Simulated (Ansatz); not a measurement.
Species: GeF2 (charge 0, singlet). 
Coordinates optimised at B3LYP-D3(BJ)/def2-TZVP (Ansatz, a first-principles code):
```xyz
3

Ge     0.0109    -0.0062     0.4176
F      0.6316     1.1604    -0.7423
F     -0.6702    -1.1385    -0.7424
```

Quantity: vertical ionisation energy (to the doublet state of charge +1; each state is the SCF solution reached for its spin), in eV. Correlated levels leave the core frozen unless marked. UHF or UKS for open shells. Spin-orbit coupling is left out. The frozen core is the preceding noble-gas configuration, with the filled d and f shells of earlier blocks. No relativistic terms. CBS(X,Y): correlation extrapolated as X^-3; Hartree-Fock from the larger set. [CCSD(T)-MP2]/basis is that difference in the basis named.

```
level           program  vertical ionisation energy (eV)
--------------  -------  -------------------------------
HF/aug-cc-pVDZ   Ansatz                            11.04
```

Problem. What does RI-MP2/CBS(aug-cc-pVTZ,aug-cc-pVQZ)+[CCSD(T)-MP2]/aug-cc-pVTZ (Ansatz) give?

Solution. 11.76 eV
